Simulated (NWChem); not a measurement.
System: isopropylamine (C₃H₉N); SMILES CC(C)N

The following NWChem deck was run.

```
start job
memory heap 200 mb stack 900 mb global 1100 mb
geometry units angstroms noautosym nocenter noautoz
  C      0.690515     0.115506     1.257646
  C     -0.024381    -0.355690     0.000000
  C      0.690515     0.115506    -1.257646
  N     -1.380450     0.174347     0.000000
  H      1.725598    -0.256630     1.292639
  H      0.709171     1.215960     1.292799
  H      0.177346    -0.241639     2.165287
  H     -0.000331    -1.469116     0.000000
  H      0.177346    -0.241639    -2.165287
  H      0.709171     1.215960    -1.292799
  H      1.725598    -0.256630    -1.292639
  H     -1.890852    -0.164149    -0.813973
  H     -1.890852    -0.164149     0.813973
end
basis spherical
  * library def2-svp
end
dft
  xc b3lyp
  iterations 150
  mulliken
end
task dft energy
esp
  recalculate
  probe 0.07
  range 0.3
  factor 1.0
  spacing 0.02
end
task esp
```

Excerpt of the output:

```
             Northwest Computational Chemistry Package (NWChem) 7.3.0
             --------------------------------------------------------

                             Geometry "geometry" -> ""
                             -------------------------

 Output coordinates in angstroms (scale by  1.889725989 to convert to a.u.)

  No.       Tag          Charge          X              Y              Z
 ---- ---------------- ---------- -------------- -------------- --------------
    1 C                    6.0000     0.69051500     0.11550600     1.25764600
    2 C                    6.0000    -0.02438100    -0.35569000     0.00000000
    3 C                    6.0000     0.69051500     0.11550600    -1.25764600
    4 N                    7.0000    -1.38045000     0.17434700     0.00000000
    5 H                    1.0000     1.72559800    -0.25663000     1.29263900
    6 H                    1.0000     0.70917100     1.21596000     1.29279900
    7 H                    1.0000     0.17734600    -0.24163900     2.16528700
    8 H                    1.0000    -0.00033100    -1.46911600     0.00000000
    9 H                    1.0000     0.17734600    -0.24163900    -2.16528700
   10 H                    1.0000     0.70917100     1.21596000    -1.29279900
   11 H                    1.0000     1.72559800    -0.25663000    -1.29263900
   12 H                    1.0000    -1.89085200    -0.16414900    -0.81397300
   13 H                    1.0000    -1.89085200    -0.16414900     0.81397300

 Effective nuclear repulsion energy (a.u.)     135.7122253623

                                 NWChem DFT Module
                                 -----------------

 Summary of "ao basis" -> "ao basis" (spherical)
 ------------------------------------------------------------------------------
       Tag                 Description            Shells   Functions and Types
 ---------------- ------------------------------  ------  ---------------------
 C                          def2-svp                 6       14   3s2p1d
 N                          def2-svp                 6       14   3s2p1d
 H                          def2-svp                 3        5   2s1p

            General Information
            -------------------
          SCF calculation type: DFT
          Wavefunction type:  closed shell.
          No. of atoms     :    13
          No. of electrons :    34
           Alpha electrons :    17
            Beta electrons :    17
          Charge           :     0
          Spin multiplicity:     1
          Use of symmetry is: off; symmetry adaption is: off
          Maximum number of iterations: 150
          AO basis - number of functions:   101
                     number of shells:    51
          Convergence on energy requested:  1.00D-06
          Convergence on density requested:  1.00D-05
          Convergence on gradient requested:  5.00D-04

              XC Information
              --------------
                         B3LYP Method XC Potential
                     Hartree-Fock (Exact) Exchange  0.200
                        Slater Exchange Functional  0.800 local
                    Becke 1988 Exchange Functional  0.720 non-local
              Lee-Yang-Parr Correlation Functional  0.810
                  VWN I RPA Correlation Functional  0.190 local

[...]

                     NWChem Electrostatic Potential Fit Module
                     -----------------------------------------

 Atom parameters

 Number of atoms is                                   13
 Number of basis functions is                        101

 Grid parameters

 Maximum number of grid points is                  43834
 Number of grid points is                          43833
 Grid range                                     0.300000 nm
 Grid spacing                                   0.020000 nm
 Probe radius                                   0.070000 nm
 Atom radius factor                             1.000000

 Atomic radii

    1    0.100000
    6    0.147000
    7    0.140000
 FASTESP  F
  using M.O. file = ./job.movecs

    Atom              Coordinates                           Charge

                                                  ESP

    1 C     0.069052    0.011551    0.125765   -0.147365
    2 C    -0.002438   -0.035569    0.000000    0.677059
    3 C     0.069052    0.011551   -0.125765   -0.149164
    4 N    -0.138045    0.017435    0.000000   -0.916852
    5 H     0.172560   -0.025663    0.129264    0.000339
    6 H     0.070917    0.121596    0.129280    0.023672
    7 H     0.017735   -0.024164    0.216529    0.019866
    8 H    -0.000033   -0.146912    0.000000   -0.164509
    9 H     0.017735   -0.024164   -0.216529    0.020517
   10 H     0.070917    0.121596   -0.129280    0.024437
   11 H     0.172560   -0.025663   -0.129264    0.000544
   12 H    -0.189085   -0.016415   -0.081397    0.305469
   13 H    -0.189085   -0.016415    0.081397    0.305986
                                            ------------
                                                0.000000

 Dipole moment                                  0.481126

 Quadrupole moment Qxx                          1.776250
                   Qyy                         -3.454232
                   Qzz                          1.677982

 RMS deviation kJ/mol                           0.055747

 RRMS %                                        37.748535
```

Level: B3LYP/def2-SVP. Geometry: optimised at PBE0/def2-SVP.
